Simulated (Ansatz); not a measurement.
A nudged elastic band was laid between two geometries of FGeH3 + H4OSi (11 atoms, charge 0, multiplicity 1).

The calculation used Ansatz 0.2.0, RKS BHLYP-D4/def2-mTZVP.

```yaml
movable_images: 7
climbing_image: yes
spring: 5.0 eV/Å²
optimiser: quadratic models (default)
start_path: through a guess of the saddle point
force_threshold: 0.05 eV/Å
iteration_limit: 60
end_points: relaxed
```

First end point:

```xyz
11
Properties=species:S:1:pos:R:3
Ge 0.658 0.163 -0.123
F 0.017 -0.216 1.466
H 2.170 0.062 0.045
H 0.194 1.576 -0.440
H 0.105 -0.894 -1.066
O -2.512 0.084 0.510
Si -3.679 -1.033 0.227
H -3.100 -2.368 -0.024
H -4.617 -1.150 1.360
H -4.406 -0.583 -0.967
H -1.879 -0.075 1.211
```

Last end point:

```xyz
11
Properties=species:S:1:pos:R:3
Ge -0.144 -0.057 -0.568
F -1.090 0.584 2.796
H 1.038 -0.627 0.202
H -0.057 1.453 -0.747
H -0.368 -0.776 -1.898
O -1.596 -0.374 0.439
Si -3.051 -1.060 0.077
H -2.850 -2.431 -0.423
H -3.849 -1.076 1.308
H -3.735 -0.276 -0.966
H -1.347 0.208 1.979
```

(1) What changes between the two ends?

(2) Give the energies along the band, and the barrier.

(3) What is the geometry of the highest image?

Answers

(1) Bonds broken: Ge1–F2, O6–H11. Bonds formed: Ge1–O6, F2–H11. FGeH3 + H4OSi becomes FH + GeH6OSi.

(2) The run converged. The highest image is number 4 of 0 to 8, 115.2 kJ/mol above the first end and 106.5 kJ/mol above the last; the last end lies 8.7 kJ/mol above the first. A vibrational analysis at the climbing image gives one clearly imaginary mode, 420i cm⁻¹, and a faint second one (25i cm⁻¹) that may be numerical noise or a soft torsion: probably a first-order saddle point. The orbitals stay closed-shell, which can raise the energy where a bond breaks towards radicals; this wasn't checked here.

```tsv
image	path coordinate (Å)	energy (kJ/mol)	Ge1–F2 (Å)	O6–H11 (Å)	Ge1–O6 (Å)
0	0.00	0.0	1.76	0.96	3.23
1	0.89	1.2	1.75	0.96	3.21
2	1.77	12.5	1.76	0.96	3.02
3	2.66	65.7	1.80	0.96	2.47
4	3.55	115.2	2.11	1.05	1.96
5	4.42	18.4	2.84	1.59	1.81
6	5.29	8.9	3.51	1.66	1.80
7	6.17	8.9	3.60	1.66	1.80
8	7.04	8.7	3.55	1.66	1.80
```

(3) 
```xyz
11
Properties=species:S:1:pos:R:3
Ge -0.096 0.164 -0.230
F -0.259 0.501 1.842
H 1.038 -0.779 0.138
H 0.147 1.660 -0.336
H -0.600 -0.297 -1.624
O -1.840 -0.308 0.542
Si -3.216 -1.171 0.178
H -2.960 -2.608 0.333
H -4.265 -0.733 1.105
H -3.563 -0.861 -1.211
H -1.435 -0.002 1.462
```

The run took 4.9 min on 4 threads of Arm Neoverse V2, with other jobs on the host, peak memory 0.31 GiB.
